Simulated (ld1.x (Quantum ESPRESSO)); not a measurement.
# Scattering properties, TM potential for gadolinium (Gd)

* Element: gadolinium (Gd)
* Generator: ld1.x (Quantum ESPRESSO) 7.5
* Type: norm-conserving Troullier–Martins (Kleinman–Bylander form)
* Functional: PW91
* Relativity: scalar-relativistic
* Frozen core: [Kr] 4d10 5s2
* Valence charge: 16
* Reference configuration: 4f6 5p6 5d2 6s2 6p0
* Partial waves: 6s (bound): rc 2.75 bohr; 5p (bound): rc 1.85 bohr; 4f (bound): rc 0.70 bohr; 5d (bound): rc 3.30 bohr
* Local potential: the d channel
* Core correction: none

The phase is arctan(r·u′/u) with u = r·R(r), unwrapped; energies in Ry, scanned from -4 to 5 Ry. A pole is an energy at which the radial function vanishes at the test radius. The pseudo phase is shifted by a multiple of π to meet the all-electron one at the reference energy, and phase errors are pseudo minus all-electron; the curves can meet again beyond the range given. Levels narrower than the energy grid can be missing from the lists of poles. n/a: not evaluated, since a narrow level or a reset projector energy made the automatic matching unsafe.

| channel | radius (bohr) | reference energy (Ry) | poles, all-electron | poles, pseudo | unbroken range about the reference energy with phases within 0.05 rad | phase error 1 Ry above the reference energy (rad) |
| --- | --- | --- | --- | --- | --- | --- |
| s | 3.61 | -0.33 | -3.92, 0.75 | -1.64, 0.74, 4.07 | -1.6 to 1.9 | -0.002 |
| p | 3.61 | -2.21 | -2.19, 1.63 | -2.19, 1.48 | below 0.1 | +0.001 |
| d | 3.61 | -0.27 | -0.01, 3.28 | -0.01, 3.36 | below 1.0 | +0.016 |
| f | 3.61 | -1.13 | 2.08 | 2.18 | n/a | n/a |

A Bessel basis up to 400 Ry misses an occupied level by 0.06 Ry, so cutoffs were not judged. Note: ghost state, extra bound levels that the all-electron valence spectrum of the same l lacks: s at -22.4 eV (other channels not judged).

Phases in the f channel:

```tsv
E (Ry)	all-electron	pseudo
-4.00	1.439	1.439
-3.76	1.435	1.435
-3.52	1.431	1.431
-3.28	1.427	1.427
-3.04	1.422	1.422
-2.80	1.417	1.417
-2.56	1.411	1.411
-2.32	1.404	1.404
-2.08	1.396	1.396
-1.84	1.387	1.387
-1.60	1.376	1.377
-1.36	1.362	1.363
-1.12	-1.667	-1.649
-0.88	-1.803	-1.802
-0.64	-1.827	-1.826
-0.40	-1.857	-1.855
-0.16	-1.899	-1.895
0.08	-1.960	-1.955
0.32	-2.064	-2.053
0.56	-2.272	-2.244
0.80	-2.801	-2.712
1.04	-3.771	-3.651
1.28	-4.299	-4.242
1.52	-4.510	-4.477
1.76	-4.620	-4.595
2.00	-4.692	-4.669
2.24	-4.749	-4.724
2.48	-4.801	-4.772
2.72	-4.859	-4.819
2.96	-4.936	-4.872
3.20	-5.066	-4.944
3.44	-5.375	-5.061
3.68	-6.351	-5.311
3.92	-7.256	-6.032
4.16	-7.536	-7.052
4.40	-7.654	-7.440
4.64	-7.719	-7.594
4.88	-7.763	-7.674
```
